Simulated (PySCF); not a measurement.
Compound: C6H9FO.
SMILES with atom numbers: `[F:1][CH2:2][C@@H:3]1[CH2:4][CH2:5][C@@H:6]2[O:7][C@H:8]12`

Cartesian coordinates in Å at the GFN2-xTB level; atoms count from 1:
```xyz
17
C6H9FO angstrom
F     -2.946   -0.713    0.053
C     -2.028    0.280   -0.188
C     -0.682   -0.084    0.425
C      0.327    1.077    0.344
C      1.714    0.420    0.279
C      1.446   -0.899   -0.415
O      0.605   -0.815   -1.531
C      0.020   -1.207   -0.320
H     -2.432    1.196    0.257
H     -1.947    0.386   -1.274
H     -0.839   -0.400    1.461
H      0.233    1.761    1.185
H      0.149    1.632   -0.577
H      2.432    1.035   -0.261
H      2.104    0.217    1.278
H      2.216   -1.659   -0.451
H     -0.377   -2.213   -0.277
```

Definitions: NICS(0) = −σiso at the ring centroid; NICS(1) = −σiso and NICS(1)zz = −σzz at ±1 Å along the ring normal z. Level: GIAO PBE0/pcSseg-1 (PySCF, non-relativistic, gas phase) on the GFN2-xTB geometry, one conformer.

Ring bond lengths (Å), with Mayer bond orders in brackets: C3–C4 1.540 (0.97), C4–C5 1.536 (1.03), C5–C6 1.515 (1.01), C6–C8 1.462 (0.98), C8–C3 1.520 (0.96); C6–O7 1.400 (0.92), O7–C8 1.400 (0.92), C8–C6 1.462 (0.98).

Task: Give the NICS values of each ring in ppm.

Result: 
| ring | type | NICS(0) | NICS(1), two faces | NICS(1)zz, two faces | rms pucker (Å) | centre to ring atoms, mean (Å) |
| --- | --- | --- | --- | --- | --- | --- |
| C3–C4–C5–C6–C8 | 5-membered carbocycle; formal bonds all single | -9.1 | -7.8 / -3.3 | -2.2 / -4.3 | 0.14 | 1.28 |
| C6–O7–C8 | 3-membered ring with O; formal bonds all single | -48.5 | -6.5 / -9.1 | -23.7 / -26.9 | 0.00 | 0.82 |

Task: What do they say, and how far can they be read as aromaticity?

Result: 
- C3–C4–C5–C6–C8: mean NICS(1)zz -3.2 ppm, shielded. C3, C4, C5, C6, C8 have four or more neighbours, so the value isn't read as a sign of a π ring current.
- C6–O7–C8: mean NICS(1)zz -25.3 ppm, shielded. C6, C8 have four or more neighbours, and the NICS criterion for π rings isn't applied. The two faces differ by 3.2 ppm, so no symmetry operation interchanges them. NICS(0) lies 41 ppm below the mean NICS(1).

Task: What are the shieldings of the ring atoms and their hydrogens in the same run (means over atoms taken as equivalent)?

Result: 
```tsv
atoms	environment	σ isotropic (ppm)	principal values of the symmetric part, first atom (ppm)
C3	sp3 CH carbon	141.4	125.3, 145.9, 153.1
C4	ring CH2 carbon	164.6	139.6, 171.9, 182.2
C5	ring CH2 carbon	156.6	137.7, 159.6, 172.6
C6	sp3 carbon bound to oxygen	131.6	87.9, 124.2, 182.8
O7	epoxide oxygen	319.5	167.3, 389.1, 402.0
C8	sp3 carbon bound to oxygen	132.6	86.3, 128.5, 183.1
H11	methine hydrogen	29.62	26.0, 27.4, 35.4
H12	methylene hydrogen	30.41	25.0, 28.3, 37.9
H13	methylene hydrogen	30.82	26.7, 28.5, 37.2
H14	methylene hydrogen	29.73	25.5, 26.9, 36.8
H15	methylene hydrogen	30.26	25.7, 27.4, 37.7
H16	methine hydrogen	28.52	21.9, 25.9, 37.8
H17	methine hydrogen	28.41	22.0, 26.1, 37.1
```
